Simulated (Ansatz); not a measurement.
**Nudged elastic band run: H$_{6}$O$_{2}$SiZn**

Input file:

```yaml
crystal:
  periodic: [false, false, false]
  atoms:
    - { symbol: Zn, position_ang: [-1.029541, -0.462147, -1.047608] }
    - { symbol: O, position_ang: [-2.157276, -1.793008, -1.060269] }
    - { symbol: O, position_ang: [0.07092, 0.912151, -1.269847] }
    - { symbol: H, position_ang: [0.341908, -0.828434, 0.512784] }
    - { symbol: Si, position_ang: [1.103504, 0.429674, 0.944808] }
    - { symbol: H, position_ang: [-2.111031, -2.322217, -0.242306] }
    - { symbol: H, position_ang: [-0.330101, 1.779792, -1.466142] }
    - { symbol: H, position_ang: [1.679416, -0.02464, 2.275919] }
    - { symbol: H, position_ang: [0.164862, 1.55189, 1.287869] }
    - { symbol: H, position_ang: [2.267238, 0.756941, 0.06479] }
basis:
  gaussian: { orbitals: def2-SVP }
hamiltonian:
  xc: lda
neb:
  order_check: false
  images: 3
  f_tol: 0.05
  max_iterations: 60
  climbing: false
  final_atoms:
    - { symbol: Zn, position_ang: [-0.04122724, 0.05777071, -0.35276612] }
    - { symbol: O, position_ang: [-1.45417939, -1.46060529, -0.25554185] }
    - { symbol: O, position_ang: [-0.92831744, 0.08288304, -1.95837126] }
    - { symbol: H, position_ang: [-2.27733439, -1.2841922, 0.23882397] }
    - { symbol: Si, position_ang: [1.43345587, 0.70967854, 1.27729497] }
    - { symbol: H, position_ang: [-1.57082994, -1.08206374, -1.21771651] }
    - { symbol: H, position_ang: [-0.5697171, 0.37323613, -2.81244377] }
    - { symbol: H, position_ang: [2.48065898, -0.3441695, 1.55066192] }
    - { symbol: H, position_ang: [0.74529768, 0.9721509, 2.59712823] }
    - { symbol: H, position_ang: [2.18209197, 1.97531341, 0.93292841] }
  initial_path:
    images:
      - { positions_ang: [[-1.029541, -0.462147, -1.047608], [-2.157276, -1.793008, -1.060269], [0.07092, 0.912151, -1.269847], [0.341908, -0.828434, 0.512784], [1.103504, 0.429674, 0.944808], [-2.111031, -2.322217, -0.242306], [-0.330101, 1.779792, -1.466142], [1.679416, -0.02464, 2.275919], [0.164862, 1.55189, 1.287869], [2.267238, 0.756941, 0.06479]] }
      - { positions_ang: [[-0.40643073, -0.33648238, -1.22443922], [-1.67716145, -1.57472558, -0.61309247], [-0.34985261, 0.99529195, -1.69345158], [-0.06377714, -0.7414226, 0.55666316], [1.10755526, 0.31669021, 1.04007124], [-2.1127212, -1.88200177, -0.07024438], [-0.62491291, 1.54575551, -2.2478271], [1.76716932, -0.46969624, 1.99888347], [0.18754487, 1.12268049, 1.74237875], [2.17248559, 1.02391241, 0.51105614]] }
      - { positions_ang: [[0.21667954, -0.21081777, -1.40127044], [-1.19704691, -1.35644316, -0.16591594], [-0.77062521, 1.07843291, -2.11705616], [-0.46946228, -0.65441121, 0.60054231], [1.11160652, 0.20370641, 1.13533447], [-2.11441139, -1.44178654, 0.10181723], [-0.91972482, 1.31171903, -3.0295122], [1.85492263, -0.91475248, 1.72184795], [0.21022773, 0.69347099, 2.1968885], [2.07773318, 1.29088382, 0.95732228]] }
      - { positions_ang: [[0.08772615, -0.07652353, -0.87701828], [-1.32561315, -1.40852422, -0.21072889], [-0.84947132, 0.58065797, -2.03771371], [-1.37339833, -0.9693017, 0.41968314], [1.2725312, 0.45669248, 1.20631472], [-1.84262067, -1.26192514, -0.55794964], [-0.74472096, 0.84247758, -2.92097799], [2.16779081, -0.62946099, 1.63625493], [0.4777627, 0.83281094, 2.39700836], [2.12991257, 1.63309862, 0.94512535]] }
      - { positions_ang: [[-0.04122724, 0.05777071, -0.35276612], [-1.45417939, -1.46060529, -0.25554185], [-0.92831744, 0.08288304, -1.95837126], [-2.27733439, -1.2841922, 0.23882397], [1.43345587, 0.70967854, 1.27729497], [-1.57082994, -1.08206374, -1.21771651], [-0.5697171, 0.37323613, -2.81244377], [2.48065898, -0.3441695, 1.55066192], [0.74529768, 0.9721509, 2.59712823], [2.18209197, 1.97531341, 0.93292841]] }
```

Run as:

```bash
$ ansatz run input.yaml --threads 2 --pin off --max-ram 3072MiB --backend cpu --events-out ev --progress --plain --runs-dir out
```

Output, in part (warnings, iteration lines, the closing report on the highest movable image, with atoms numbered from 0):

```
NEB end point (image 0): max|allowed force component| = 2.815e-2 eV/Å (the criterion of neb.relax_end_points is 1.000e-2)
NEB end point (image 4): max|allowed force component| = 8.283e-3 eV/Å (the criterion of neb.relax_end_points is 1.000e-2)
NEB iter   1: max|band force component| = 5.011e1 eV/Å  barrier→ = 8.9693 eV  barrier← = 9.9192 eV  Δτ_max = 0.2000 Å  (139 SCF iters)
NEB iter   2: max|band force component| = 8.365e0 eV/Å  barrier→ = 1.9581 eV  barrier← = 2.9080 eV  Δτ_max = 0.1976 Å  (101 SCF iters)
NEB iter   3: max|band force component| = 3.491e0 eV/Å  barrier→ = 1.0044 eV  barrier← = 1.9542 eV  Δτ_max = 0.2000 Å  (103 SCF iters)
NEB iter   4: max|band force component| = 1.192e0 eV/Å  barrier→ = 0.6047 eV  barrier← = 1.5546 eV  Δτ_max = 0.1994 Å  (103 SCF iters)
NEB iter   5: max|band force component| = 9.502e-1 eV/Å  barrier→ = 0.3966 eV  barrier← = 1.3465 eV  Δτ_max = 0.1996 Å  (100 SCF iters)
NEB iter   6: max|band force component| = 2.329e0 eV/Å  barrier→ = 0.3434 eV  barrier← = 1.2933 eV  Δτ_max = 0.1004 Å  (94 SCF iters)
NEB iter   7: max|band force component| = 6.730e-1 eV/Å  barrier→ = 0.2192 eV  barrier← = 1.1691 eV  Δτ_max = 0.1982 Å  (86 SCF iters)
NEB iter   8: max|band force component| = 3.320e-1 eV/Å  barrier→ = 0.2000 eV  barrier← = 1.1499 eV  Δτ_max = 0.2000 Å  (93 SCF iters)
NEB iter   9: max|band force component| = 4.393e-1 eV/Å  barrier→ = 0.2095 eV  barrier← = 1.1594 eV  Δτ_max = 0.1007 Å  (95 SCF iters)
NEB iter  10: max|band force component| = 2.650e-1 eV/Å  barrier→ = 0.1761 eV  barrier← = 1.1260 eV  Δτ_max = 0.0837 Å  (86 SCF iters)
NEB iter  11: max|band force component| = 1.210e-1 eV/Å  barrier→ = 0.1663 eV  barrier← = 1.1162 eV  Δτ_max = 0.0848 Å  (85 SCF iters)
NEB iter  12: max|band force component| = 8.795e-2 eV/Å  barrier→ = 0.1570 eV  barrier← = 1.1069 eV  Δτ_max = 0.0999 Å  (86 SCF iters)
NEB iter  13: max|band force component| = 8.702e-2 eV/Å  barrier→ = 0.1520 eV  barrier← = 1.1019 eV  Δτ_max = 0.0634 Å  (84 SCF iters)
NEB iter  14: max|band force component| = 3.956e-2 eV/Å  barrier→ = 0.1495 eV  barrier← = 1.0994 eV  Δτ_max = 0.0000 Å  (169 SCF iters)
Total energy: -60335.24353450 eV, -2217.2793031960 hartree
Atom 0 at    -0.892481    -0.372870    -1.221588 Å, force    -0.022488    -0.011299     0.005682 eV/Å
Atom 1 at    -1.683982    -1.902722    -0.905463 Å, force    -0.018865    -0.005314    -0.029815 eV/Å
Atom 2 at    -0.030680     1.089894    -1.656745 Å, force     0.018157    -0.003097     0.027016 eV/Å
Atom 3 at     0.006174    -0.611604     0.686093 Å, force     0.014745    -0.012276    -0.013577 eV/Å
Atom 4 at     1.066911     0.324839     1.251702 Å, force     0.011125     0.022286    -0.012496 eV/Å
Atom 5 at    -2.188127    -1.880629    -0.070795 Å, force    -0.001511    -0.008051     0.004277 eV/Å
Atom 6 at    -0.411523     1.569523    -2.415766 Å, force    -0.001967     0.005805     0.028385 eV/Å
Atom 7 at     2.021715    -0.536266     2.035808 Å, force    -0.010173     0.026475     0.007297 eV/Å
Atom 8 at     0.368451     1.283751     2.175926 Å, force     0.002532     0.007550    -0.024601 eV/Å
Atom 9 at     1.743441     1.036086     0.120826 Å, force     0.008444    -0.022078     0.007831 eV/Å
Dipole moment:    -0.197409     0.254884     0.061272 e Å
```

It converged. No image climbed, so the highest image needn't sit at the top of the path. A band with more images between the same ends climbed to 0.69 eV, so this one has probably stepped over the top. So few images can step over the top or miss a turn of the path. The orbitals stay closed-shell, which can raise the energy where a bond breaks towards radicals; this wasn't checked here.

Final band (atoms are numbered from 1 in the order of the input):

| image | path coordinate (Å) | energy (eV) | H4–Si5 (Å) | O2–H4 (Å) |
| --- | --- | --- | --- | --- |
| 0 | 0.00 | 0.000 | 1.53 | 3.11 |
| 1 | 1.92 | 0.150 | 1.52 | 2.66 |
| 2 | 3.83 | -0.039 | 2.60 | 1.01 |
| 3 | 5.75 | -0.684 | 3.66 | 0.98 |
| 4 | 7.66 | -0.950 | 4.34 | 0.98 |

Time of the run: 21 s on 2 threads of AMD EPYC 9R45 96-Core Processor (Zen 5) (shared host), peak memory 0.17 GiB.
